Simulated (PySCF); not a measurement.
**Correlation energy of Si²⁺ (silicon, charge +2)**

[Ne] 3s1 3d1, 3s spin antiparallel (an excited configuration). Calculation: PySCF 2.14, in dyall-acv3z (19s12p6d4f, 113 functions); scalar relativity by spin-free X2C-1e. Frozen: 1s2; 10 electrons correlated; the 15 highest virtual orbitals of each spin left out.

MP2 pair energies summed by pair of shells (mhartree):

```csv
pair,energy,share (%)
2p-2p,-194.32,62.3
2s-2p,-63.29,20.3
3s-3d,-23.64,7.6
2p-3s,-14.63,4.7
2s-2s,-9.99,3.2
2p-3d,-3.69,1.2
2s-3s,-1.78,0.6
2s-3d,-0.44,0.1
```

Total MP2 correlation energy: -311.79 mhartree.

Same-spin part -77.31 and opposite-spin part -234.48 mhartree; SCS-MP2 scales them by 1/3 and 6/5 to -307.14 mhartree.
